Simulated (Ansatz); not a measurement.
Born–Oppenheimer molecular dynamics of ClF2H6NOSi (12 atoms, charge 0, multiplicity 1). It starts at the highest image of a converged band, a first-order saddle point between two minima.

Method: RKS PBE0/6-31G* in Ansatz 0.2.0.

```yaml
ensemble: NVE (velocity Verlet)
time_step: 0.5 fs
steps_asked: 200
starting_velocities_drawn_for: 100 K
seed: 8302
```

First frame:

```xyz
12
Properties=species:S:1:pos:R:3
Si -0.948 0.749 -0.813
Cl 2.050 0.575 -0.819
F -0.805 0.794 -2.394
F -2.530 0.763 -0.522
H -0.403 1.899 -0.091
H 0.324 -0.718 0.985
N -0.537 -0.854 -0.148
H 1.793 -0.066 0.744
O 1.249 -0.536 1.589
H -1.372 -1.418 0.005
H 0.094 -1.353 -0.777
H 1.086 0.164 2.241
```

**Question.** How far do the bonds stretch over the last three quarters of this one trajectory? (Pairs bonded in most of those frames.)

**Answer.** 
```
  bond  mean (Å)  spread (Å)  shortest  longest
Si1–F3     1.587       0.007      1.58     1.60
Si1–F4     1.616       0.014      1.60     1.64
Si1–H5     1.462       0.010      1.45     1.48
Si1–N7     1.833       0.030      1.78     1.87
 H6–N7     1.173       0.152      0.98     1.49
N7–H10     1.022       0.011      1.00     1.04
N7–H11     1.025       0.015      1.00     1.05
 H8–O9     1.023       0.049      0.96     1.14
O9–H12     0.968       0.005      0.96     0.98
```

Mean temperature of the second half: 210 K. The conserved energy stayed within 0.13 meV per atom of its start (net change 0.084 meV per atom), so the integration is sound. The kinetic energy rose, since the run started high on the potential surface and went downhill. It ends in pieces (ClF2H4NSi + H2O), so much of that is their flight and rotation, not heat. A run of 0.1 ps of so small a system gives no equilibrium averages. The orbitals stay closed-shell, which can raise the energy where a bond breaks towards radicals; this wasn't checked here.

Time of the run: 8.6 min on 2 threads of AMD EPYC 7R13 Processor (Zen 3), with other jobs on the host, peak memory 0.29 GiB.
